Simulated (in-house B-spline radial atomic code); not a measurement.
**Binding energies in Se4+**

NIST's tabulated ground configuration is [Ar] 3d10 4s2; each binding energy is the energy of the ion with one electron taken from that subshell, relaxed, less that of the parent. Computed with an all-electron radial atomic-structure program (B-spline basis): Dirac-Hartree-Fock, average of configuration, Fermi nucleus of rms radius 4.14 fm. Energies include first-order Breit, QED and recoil terms.

```json
{"subshell": "1s", "X-ray name": "K", "binding energy (eV)": "12721.9", "-ε (eV)": "12797.6", "relaxation (eV)": "48.4"}
{"subshell": "2s", "X-ray name": "L1", "binding energy (eV)": "1723.7", "-ε (eV)": "1749.1", "relaxation (eV)": "23.0"}
{"subshell": "2p1/2", "X-ray name": "L2", "binding energy (eV)": "1540.3", "-ε (eV)": "1567.9", "relaxation (eV)": "25.3"}
{"subshell": "2p3/2", "X-ray name": "L3", "binding energy (eV)": "1499.3", "-ε (eV)": "1525.7", "relaxation (eV)": "24.9"}
{"subshell": "3s", "X-ray name": "M1", "binding energy (eV)": "296.9", "-ε (eV)": "302.2", "relaxation (eV)": "5.0"}
{"subshell": "3p1/2", "X-ray name": "M2", "binding energy (eV)": "232.9", "-ε (eV)": "238.3", "relaxation (eV)": "5.1"}
{"subshell": "3p3/2", "X-ray name": "M3", "binding energy (eV)": "227", "-ε (eV)": "232.1", "relaxation (eV)": "4.9"}
{"subshell": "3d3/2", "X-ray name": "M4", "binding energy (eV)": "117.5", "-ε (eV)": "122.4", "relaxation (eV)": "5.0"}
{"subshell": "3d5/2", "X-ray name": "M5", "binding energy (eV)": "116.6", "-ε (eV)": "121.5", "relaxation (eV)": "4.9"}
{"subshell": "4s", "X-ray name": "N1", "binding energy (eV)": "65.56", "-ε (eV)": "65.82", "relaxation (eV)": "0.22"}
```

Relaxation = -ε minus the binding energy without Breit, QED and recoil terms.

Emission lines follow as differences of binding energies, with λ = 12398.42 eV·Å / E:

```tsv
line	holes	energy (eV)	wavelength (Å)
K-L3	1s → 2p3/2	11222.6	1.1048
K-L2	1s → 2p1/2	11181.6	1.1088
K-M3	1s → 3p3/2	12494.9	0.99228
L3-M5	2p3/2 → 3d5/2	1382.7	8.9668
L2-M4	2p1/2 → 3d3/2	1422.8	8.7141
L1-M3	2s → 3p3/2	1496.7	8.2838
L3-M1	2p3/2 → 3s	1202.4	10.311
```

Task: What screening constant σ does Moseley's law, E = (3/4)·13.6057 eV·(Z - σ)², need for K-L3?

Result: σ = 0.84.

Task: What does it cost to remove both a 2p3/2 and a 4s electron?

Result: 1583.4 eV, which is 18.51 eV more than the two single binding energies together.

Task: What does it cost to remove both a 1s and a 3p1/2 electron?

Result: 12997 eV, which is 41.8 eV more than the two single binding energies together.

Task: What does it cost to remove both a 2p1/2 and a 3d3/2 electron?

Result: 1693.1 eV, which is 35.35 eV more than the two single binding energies together.
